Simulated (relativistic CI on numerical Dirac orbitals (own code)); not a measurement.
Computed by Dirac-Coulomb-Breit CI, separate exchange-only KLI orbitals for each configuration, model QED (radiative potential, 1s self-energy scaled to tabulated hydrogen-like ionisation energies), unscaled Slater integrals (own radial code, finite nucleus).

The strongest absorption lines from the ground level of an ion, among the configurations computed and to levels below about 8590 eV (vacuum wavelength in nm, gf): 0.14434 (0.015), 0.14611 (0.026), 0.14949 (0.054), 0.14956 (0.0055), 0.15734 (0.14), 0.15753 (0.014), 0.18507 (0.72), 0.18599 (0.068).

Which ion is it?
A. Fe24+
B. Ni26+
C. Cr22+
D. Zn28+

A. Fe24+ has 2 electrons and the ground level 1s2 1S_0; the strongest line goes to 1s 2p 1P°_1. The pattern of lines fixes the number of electrons, and along that sequence the line energies rise steadily with the charge (about as its square where n changes within one kind of shell, about linearly where n is kept but much faster in heavy ions where fine structure, which grows about as Z⁴, sets the gap, and irregularly where shells cross), which fixes Z. Configurations outside the model, such as inner-shell arrays, can give stronger lines. At this charge energies of transitions that change n are usually good to better than 1 %, and those within a shell (Δn = 0) to a few per cent.

LS names give the leading component of a level, which can be under half, so a name can repeat, a term be missing and a line seem to break the LS rules.
